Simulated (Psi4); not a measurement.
H$_{3}$ClSi, triplet, at the geometry of the source list (a higher spin typed on purpose: for a closed-shell molecule this is an excited state); BHHLYP/6-31G* run with Psi4.

Here is a job for Psi4.
```
memory 2 GB

molecule mol {
0 3
Si   -0.129100   -0.005700   -0.004600
Cl    1.878100    0.083600    0.067600
H    -0.504300   -0.998400   -1.005300
H    -0.630000    1.313800   -0.372600
H    -0.614800   -0.393300    1.315000
}

set {
  basis 6-31g*
  reference uks
  scf_type pk
  puream true
  d_convergence 1e-8
  dft_radial_points 99
  dft_spherical_points 590
}

energy('bhhlyp')
print_variables()
```

Task: Write the output that Psi4 gives for this input, abridged.

Result: 
```
   => Loading Basis Set <=

    Name: 6-31G*
    Role: ORBITAL
    Keyword: BASIS

         ---------------------------------------------------------
                                   SCF
               by Justin Turney, Rob Parrish, Andy Simmonett
                          and Daniel G. A. Smith
                              UKS Reference
         ---------------------------------------------------------

  ==> Geometry <==

    Molecular point group: c1
    Full point group: C1

    Geometry (in Angstrom), charge = 0, multiplicity = 3:

       Center              X                  Y                   Z               Mass
    ------------   -----------------  -----------------  -----------------  -----------------
         SI          -1.043168149932    -0.046407115169    -0.037521523933    27.976926534650
         CL           0.964031850068     0.042892884831     0.034678476067    34.968852682000
         H           -1.418368149932    -1.039107115169    -1.038221523933     1.007825032230
         H           -1.544068149932     1.273092884831    -0.405521523933     1.007825032230
         H           -1.528868149932    -0.434007115169     1.282078476067     1.007825032230

  Running in c1 symmetry.

  Rotational constants: A =      2.90278  B =      0.23140  C =      0.23140 [cm^-1]
  Rotational constants: A =  87023.21677  B =   6937.11492  C =   6937.09889 [MHz]
  Nuclear repulsion =   88.085674592727500

  Charge       = 0
  Multiplicity = 3
  Electrons    = 34
  Nalpha       = 18
  Nbeta        = 16

  ==> Algorithm <==

  SCF Algorithm Type is PK.
  DIIS enabled.
  MOM disabled.
  Fractional occupation disabled.
  Guess Type is SAD.
  Energy threshold   = 1.00e-06
  Density threshold  = 1.00e-08
  Integral threshold = 1.00e-12

  ==> Primary Basis <==

  Basis Set: 6-31G*
    Blend: 6-31G*
    Number of shells: 22
    Number of basis functions: 42
    Number of Cartesian functions: 44
    Spherical Harmonics?: true
    Max angular momentum: 2

  ==> DFT Potential <==

   => LibXC <=

    Version 7.1.2
    S. Lehtola, C. Steigemann, M. J. T. Oliveira, and M. A. L. Marques,  SoftwareX 7, 1–5 (2018) (10.1016/j.softx.2017.11.002)

   => Composite Functional: BHANDHLYP <=

    BHandHLYP Hyb-GGA Exchange-Correlation Functional

    A. D. Becke,  J. Chem. Phys. 98, 1372 (1993) (10.1063/1.464304)
    Defined through Gaussian implementation.

    Deriv               =              1
    GGA                 =           TRUE
[...]
      Ntotal   =   34.0000000695 ; deviation = 6.949e-08

   @Spin Contamination Metric:   8.829621199E-03
   @S^2 Expected:                2.000000000E+00
   @S^2 Observed:                2.008829621E+00
   @S   Expected:                1.000000000E+00
   @S   Observed:                1.000000000E+00

    Orbital Energies [Eh]
    ---------------------

    Alpha Occupied:

[...]
    Alpha Virtual:

[...]
    Beta Occupied:

[...]
      16A     -0.388771

    Beta Virtual:

[...]
    Final Occupation by Irrep:
              A
    DOCC [    16 ]
    SOCC [     2 ]
    NA   [    18 ]
    NB   [    16 ]

  @UKS Final Energy:  -751.20309620675641

   => Energetics <=

    Nuclear Repulsion Energy =             88.0856745927275000
    One-Electron Energy =               -1212.4110441134173470
    Two-Electron Energy =                 398.9147215104288762
    DFT Exchange-Correlation Energy =     -25.7924481964953785
    Empirical Dispersion Energy =           0.0000000000000000
    VV10 Nonlocal Energy =                  0.0000000000000000
    Total Energy =                       -751.2030962067564133

  UHF NO Occupations:
  HONO-2 :   16  A 1.9968058
  HONO-1 :   17  A 1.0000000
  HONO-0 :   18  A 1.0000000
  LUNO+0 :   19  A 0.0031942
  LUNO+1 :   20  A 0.0007674
  LUNO+2 :   21  A 0.0002825
  LUNO+3 :   22  A 0.0000834

Computation Completed

Properties will be evaluated at   0.000000,   0.000000,   0.000000 [a0]

Properties computed using the SCF density matrix

 Multipole Moments:

 ------------------------------------------------------------------------------------
     Multipole            Electronic (a.u.)      Nuclear  (a.u.)        Total (a.u.)
 ------------------------------------------------------------------------------------

 L = 1.  Multiply by 2.5417464519 to convert [e a0] to [Debye]
 Dipole X            :          5.9426163           -5.1157099            0.8269064
 Dipole Y            :          0.0927801           -0.2277912           -0.1350112
 Dipole Z            :          0.0854462           -0.1841194           -0.0986733
 Magnitude           :                                                    0.8436460

 ------------------------------------------------------------------------------------

  Variable Map:
  ----------------------------------------------------------------------------
[...]
  Array Variable Map:
  ----------------------------------------------------------------------------
[...]
[...]
```
